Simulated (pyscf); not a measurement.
•O–Zn–OH, doublet

Gas-phase minimum from PySCF at ωB97X-D3(BJ)/def2-SVP, one conformer. Other isomers of •O–Zn–OH were not searched in full and may lie lower. 

SMILES: [O][Zn][OH]
```xyz
4

O      1.5845    -1.9113    -0.8307
Zn     0.5732    -0.4258    -0.8896
O     -0.3384     1.0802    -1.0047
H     -1.1988     1.0880    -0.5723
```
Charge 0, spin multiplicity 2.

Bonds (Å): O1–Zn2 1.798, Zn2–O3 1.764, O3–H4 0.963. Bond angles (°): O1–Zn2–O3 176.4, Zn2–O3–H4 116.1.

Properties at ωB97X-D3(BJ)/def2-SVP:

```
Property                                                                                                                                            Value
---------------------------------------------------------------------------------------------------------------------  ----------------------------------
Harmonic wavenumbers, unscaled                                                                                         154, 156, 598, 719, 775, 3922 cm⁻¹
Zero-point energy                                                                                                                            9.0 kcal/mol
Rotational symmetry number                                                                                                                              1
Entropy of this conformer at 298 K and 1 atm, rigid rotor and harmonic oscillator, modes under 100 cm⁻¹ raised to 100                     283.5 J/(mol K)
Dipole moment                                                                                                                                      1.89 D
Spin expectation value S2                                                                                                                           0.754
```

Single-point totals, which compare only within one level (frozen core for MP2 and CC):

| level | total energy (hartree) |
|---|---|
| ωB97X-D3(BJ)/def2-TZVP | -1930.43710 |
| PBE/def2-TZVP | -1930.03783 |
| r²SCAN/def2-TZVP | -1930.37544 |
| B3LYP-D3(BJ)/def2-TZVP | -1930.51341 |
| PBE0-D3(BJ)/def2-TZVP | -1930.04972 |
| M06-2X/def2-TZVP | -1930.37254 |
| ωB97M-D3(BJ)/def2-TZVP | -1930.51796 |
| UHF/def2-TZVPP | -1928.15366 |
| MP2/def2-TZVPP | -1929.42010 |
| CCSD/def2-TZVPP | -1929.34762 |
| CCSD(T)/def2-TZVPP | -1929.38004 |

Soft torsions are taken as harmonic, which can shift the entropy by several J/(mol K). The CCSD(T) − MP2 part came from Ansatz, without density fitting, on the same reference. The frozen core leaves the outer d or s,p core shells of the metals and heavy elements correlated in the MP2 and CC values, and def2-TZVPP describes them poorly, so these totals are far from the basis limit. Elements up to Kr have no core potential and no relativistic terms here.
